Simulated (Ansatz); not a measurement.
Cost and result up the ladder for the cluster H₅Au₃ (8 atoms). Charge 0, multiplicity 1. Geometry: r2SCAN-D4/def2-SVP.

```xyz
8

Au    0.9127   -0.7935   -1.2123
Au    0.2201    0.4279    1.0822
Au   -1.6538   -0.0612   -1.1617
H    -1.9490   -0.6657   -2.6020
H     1.5965    0.3559    1.8565
H    -0.1246    1.1239    2.4285
H     2.4106   -1.0332   -0.8375
H    -1.4125    0.6460    0.4464
```

Ansatz on 4 threads of Arm Neoverse V1 on a shared host. Times are rough, and most runs start from the orbitals of an earlier one. ωB97X-V/def2-TZVP serves as the yardstick here, not as an exact answer. Differences are given only for rows in sets of like size (and for xTB, whose basis is part of the method), since another set adds its own error. Binding counts from free atoms at the same level (Au doublet, H doublet; other spins of the atoms weren't run), without zero-point energy or a counterpoise term.

In the def2 sets Au takes a core potential; there is no spin–orbit coupling. LC-ωPBE has ω = 0.4 bohr⁻¹. Correlated methods freeze no core orbitals; core or outer-core shells of Au are correlated, in sets that lack core-valence functions. The structure comes from a short search, and lower isomers may exist.

Correlated methods converge slowly with the basis.

```
                            level  functions  wall time
                  PBE-D4/def2-SVP        121      1.4 s
                 PBE0-D4/def2-SVP        121      1.8 s
                 PBE-D4/def2-TZVP        150      1.9 s
              revPBE-D4/def2-TZVP        150      1.9 s
                LC-ωPBE/def2-TZVP        150      2.2 s
                PBE-D4/def2-TZVPD        174      2.2 s
                PBE0-D4/def2-TZVP        150      2.4 s
               BHLYP-D4/def2-TZVP        150      2.8 s
           CAM-B3LYP-D4/def2-TZVP        150      2.9 s
               PBE0-D4/def2-TZVPD        174      2.9 s
r2SCAN-D4/def2-TZVP (with forces)        150      4.5 s
             r2SCAN-D4/def2-TZVPD        174      4.7 s
                ωB97X-V/def2-TZVP        150      8.5 s
                CCSD(T)/def2-TZVP        150    2.1 min
```

Q: Estimate what each level gives for the binding energy per atom (eV).

A: 
| level | binding energy per atom (eV) | difference from ωB97X-V/def2-TZVP (eV) |
| --- | --- | --- |
| PBE-D4/def2-SVP | 2.03 | – |
| PBE0-D4/def2-SVP | 1.92 | – |
| PBE-D4/def2-TZVP | 2.08 | 0.10 |
| revPBE-D4/def2-TZVP | 2.01 | 0.03 |
| LC-ωPBE/def2-TZVP | 1.93 | -0.04 |
| PBE-D4/def2-TZVPD | 2.10 | 0.12 |
| PBE0-D4/def2-TZVP | 1.98 | 0.01 |
| BHLYP-D4/def2-TZVP | 1.87 | -0.11 |
| CAM-B3LYP-D4/def2-TZVP | 2.00 | 0.02 |
| PBE0-D4/def2-TZVPD | 2.00 | 0.02 |
| r2SCAN-D4/def2-TZVP (with forces) | 2.15 | 0.17 |
| r2SCAN-D4/def2-TZVPD | 2.16 | 0.19 |
| ωB97X-V/def2-TZVP | 1.98 | 0.00 |
| CCSD(T)/def2-TZVP | 1.98 | 0.00 |
